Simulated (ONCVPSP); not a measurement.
# Varying the ONCV potential for Cd (Z = 48)

Base potential:

```
Element                 : cadmium (Cd)
Generator               : ONCVPSP 4.0.1
Type                    : optimised norm-conserving Vanderbilt (ONCV)
Functional              : PBE
Relativity              : scalar-relativistic
Frozen core             : [Ar] 3d10
Valence charge          : 20
Reference configuration : 4s2 4p6 4d10 5s2
Partial waves           : 4s+5s: rc 1.20 bohr, ncon 3, nbas 6, qcut 9.6 1/bohr, 3 projectors, debl 3.8 Ha; 4p: rc 1.65 bohr, ncon 4, nbas 7, qcut 10.1 1/bohr, 3 projectors, debl 3.1 Ha; 4d: rc 1.60 bohr, ncon 4, nbas 9, qcut 9.5 1/bohr, 2 projectors, debl 3 Ha
Local potential         : polynomial inside 0.75 bohr (lpopt 3, dvloc0 0 Ha)
Core correction         : Teter function, fcfact 5.25, rcfact 1.2
```

All-electron outer shells of the reference configuration (PBE, scalar-relativistic, ld1.x):

```csv
shell,level (eV),outermost node (bohr),outermost maximum (bohr)
3d,-393.64,–,0.27
4s,-105.92,0.43,0.79
4p,-66.97,0.43,0.84
4d,-11.73,0.42,0.98
5s,-5.66,1.07,2.35
```

Cutoffs, loose and tight: the cutoffs (Ha) at which the residual kinetic energy of the hardest occupied pseudo-wave falls to 1 and 0.1 mHa per electron. They do not see the model core or the augmentation charge, which bear on the density cutoff. Test errors are all-electron minus pseudo excitation energies from the reference, over the configurations 4s2 4p6 4d10 5s1; 4s2 4p6 4d10 5s0; 4s2 4p6 4d9 5s0; 4s1 4p6 4d10 5s2. A dash means not determined; rows that change the core or the reference have their own tests.

A true bound ghost makes a file unfit for plane-wave use even where its test errors are small: the radial tests pick states by their node count and pass the ghost by.

| change | outcome | cutoff, loose | cutoff, tight | bound ghosts | GHOST(+) flags above zero | largest test error (meV) |
| --- | --- | --- | --- | --- | --- | --- |
| base | generated | 36 Ha | 41 Ha | d | s | -162 |
| core correction Teter function, fcfact 1.3, rcfact 1.2 | generated | 36 Ha | 41 Ha | d | s | -148 |
| d: ncon 3, nbas 8 | generated | 36 Ha | 41 Ha | none | s | -112 |
| p: qcut 11.2 | generated | 36 Ha | 41 Ha | d | s | -165 |
| d: rc 1.2, qcut 12.7, nproj 0; local potential the d channel | generated | 40 Ha | 49 Ha | none | s | -74 |
| core correction Teter function, fcfact 5.25, rcfact 1.56 | generated | 36 Ha | 41 Ha | d | s | -173 |
| d: rc 1.34 | generated | 36 Ha | 41 Ha | none | s | -87 |
| functional PBEsol; d: rc 1.2, qcut 12.7 | generated | 40 Ha | 50 Ha | none | s | -76 |
| p: qcut 5.6 | generated | 36 Ha | 52 Ha | p, d | s, p | -172 |
| all radii but the core radius scaled by about 1.14 (s 1.36, p 1.88, d 1.82 bohr); local potential polynomial inside 0.86 bohr (lpopt 3, dvloc0 0 Ha) | generated | 33 Ha | 38 Ha | none | s | -177 |
| core correction Teter function fitted to the true core (icmod 2), fcfact 0.65 | generated | 36 Ha | 41 Ha | d | s | -176 |
